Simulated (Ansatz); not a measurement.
Total energies of GeCl4 from Ansatz at PBE-D4/def2-TZVPD, gas phase (1 Eh = 27.2114 eV = 2625.5 kJ/mol). The reference geometry is relaxed at PBE-D4/def2-SVP.

```xyz
5

Ge    0.000    0.000    0.000
Cl    0.107   -1.534    1.499
Cl   -0.355    1.897    0.941
Cl   -1.604   -0.437   -1.358
Cl    1.853    0.074   -1.082
```

```
                 state   geometry  energy (Eh)
      charge 0 singlet  reference  -3916.98655
     charge -1 doublet  reference  -3917.03087
free Ge atom (triplet)          –  -2076.60198
free Cl atom (doublet)          –   -459.95933
```

Problem. Work out the vertical electron affinity, to the doublet.

Solution. E(charge 0 singlet) − E(charge -1 doublet) = -3916.98655 − (-3917.03087) = 0.04432 Eh = 1.21 eV.

Problem. What is the binding energy per atom against free atoms?

Solution. Atoms: 1 × (-2076.60198) + 4 × (-459.95933) = -3916.43930 Eh. Binding: -3916.43930 − (-3916.98655) = 0.54725 Eh = 14.89 eV, or 2.98 eV for each of 5 atoms (no zero-point energy, no counterpoise term).

At PBE-D4/def2-TZVPD the highest occupied level of the charge -1 doublet lies above zero (up to 1.13 eV). By energy differences its removal costs 1.21 eV (vertical, to the charge 0 singlet, at PBE-D4/def2-TZVPD); a positive level beside a positive removal energy at the same level points to self-interaction error.
